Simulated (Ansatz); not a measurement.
A nudged elastic band was laid between two geometries of CH6Sn (8 atoms, charge 0, multiplicity 1).

These are results of RKS PBE/def2-SVP in Ansatz 0.2.0, not measurements.

```
movable images  : 5
climbing image  : yes
spring          : 5.0 eV/Å²
optimiser       : quadratic models (default)
start path      : through a guess of the saddle point
force threshold : 0.05 eV/Å
iteration limit : 60
end points      : relaxed
```

Image 0:

```xyz
8
Properties=species:S:1:pos:R:3
Sn 0.179 -0.034 0.408
H -0.323 -0.294 2.044
C 2.345 0.040 0.302
H 2.769 -0.927 0.633
H 2.666 0.240 -0.738
H 2.724 0.845 0.959
H -0.499 1.456 -0.154
H -0.425 -1.326 -0.573
```

Image 6:

```xyz
8
Properties=species:S:1:pos:R:3
Sn -0.866 0.087 0.396
H 1.467 -0.263 1.594
C 2.235 -0.048 0.818
H 2.802 -0.977 0.625
H 1.793 0.301 -0.139
H 2.897 0.746 1.209
H -0.432 1.348 -0.818
H -0.459 -1.194 -0.804
```

(1) Which bonds break or form, and what moves?

(2) Give the energies along the band, and the barrier.

(3) What is the geometry of the highest image?

(4) What are the harmonic wavenumbers there?

Answers

(1) Bonds broken: Sn1–H2, Sn1–C3. Bonds formed: H2–C3. CH6Sn becomes CH4 + H2Sn.

(2) The forces met the threshold. The highest image is number 3 of 0 to 6, 47.1 kcal/mol above the first end and 40.8 kcal/mol above the last; the last end lies 6.4 kcal/mol above the first. A vibrational analysis at the climbing image gives one clearly imaginary mode, 991i cm⁻¹: a first-order saddle point. The orbitals stay closed-shell, which can raise the energy where a bond breaks towards radicals; this wasn't checked here.

```csv
image,path coordinate (Å),energy (kcal/mol),Sn1–H2 (Å),Sn1–C3 (Å),H2–C3 (Å)
0,0.00,0.0,1.73,2.17,3.20
1,0.54,5.2,1.72,2.14,2.76
2,1.07,27.2,1.68,2.23,2.27
3,1.61,47.1,1.73,2.53,1.84
4,2.19,20.0,1.96,2.72,1.26
5,2.77,6.6,2.37,3.10,1.12
6,3.34,6.4,2.65,3.13,1.11
```

(3) 
```xyz
8
Properties=species:S:1:pos:R:3
Sn -0.374 -0.056 0.462
H 0.807 -0.206 1.711
C 2.156 0.007 0.483
H 2.571 -0.976 0.765
H 2.306 0.220 -0.590
H 2.549 0.823 1.114
H -0.332 1.491 -0.324
H -0.246 -1.302 -0.740
```

(4) 991i, 93, 328, 411, 443, 592, 677, 711, 786, 1042, 1368, 1375, 1800, 1832, 1897, 3007, 3145, 3150 cm⁻¹.

Time of the run: 2.3 min on 1 thread of Arm Neoverse V2, with other jobs on the host, peak memory 0.12 GiB.
